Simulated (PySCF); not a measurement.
## Does the structure fit the spectrum?

A compound C₈H₈ gives the data below (simulated from a calculation) and was assigned the structure `CC#CC#CC1CC1`.

13C{1H} NMR (computed): δ 48.1 (CH, 8C).

1H NMR (500 MHz, computed): δ 3.92 (s, 8H).

PySCF calculation with couplings computed with B3LYP/pcJ-1 (without the spin–dipole term), PBE0-D3(BJ)/def2-SVP geometry and shielding tensors at PBE0/pcSseg-1 (GIAO); one conformer, gas phase, non-relativistic Hamiltonian, averaged over atoms made equivalent by symmetry, fast rotation or ring inversion.

Referencing at the same level of theory: 1H and 13C against TMS.

Question: Compare with the shifts computed for the proposed structure, pairing carbons in order of shift.

Answer: Numbering as in the mapped SMILES `[CH3:1][C:2]#[C:3][C:4]#[C:5][CH:6]1[CH2:7][CH2:8]1`; H(Xn) means a hydrogen on atom n.

```
atom  computed for proposal  given list  difference
  C5                   83.9        48.1       +35.8
  C2                   75.2        48.1       +27.1
  C3                   72.2        48.1       +24.1
  C4                   68.2        48.1       +20.1
  C7                   11.5        48.1       -36.6
  C8                   11.5        48.1       -36.6
  C1                    5.3        48.1       -42.8
  C6                    2.0        48.1       -46.1
```

The rms difference is 34.7 ppm and the largest -46.1 ppm at C6 (three-membered-ring carbon). The proposal also would give 7 carbon signals, not 1. The carbon types in order of shift don't match either: C, C, C, C, CH2, CH2, CH3, CH for the proposal against CH, CH, CH, CH, CH, CH, CH, CH in the data. The proposal doesn't fit.

Question: Which isomer fits?

Answer: cubane (SMILES C12C3C4C1C1C4C3C21).

Carbon types of the structure: 8 × CH, which accounts for all hydrogens. δC 48.1: sp3 CH in a ring; a saturated carbon with 3 carbon neighbours and no heteroatom attached. δH 3.92: hydrogen on an sp3 CH in a ring.

Other isomers checked: C1=CC2C3C=CC1C23 (rms 60.5 ppm); c1ccc2c(c1)CC2 (rms 77.8 ppm).

The data come from this structure; uniqueness wasn't tested.

Shifts are as computed. Against solution values, carbons near 30 ppm lie about +2 ppm off and those near 130 ppm about +5 ppm. Of 1211 compounds with measured shifts, 218 miss one by over three times the rms of a fit or turn the order of signals round; such compounds aren't used in these exercises.
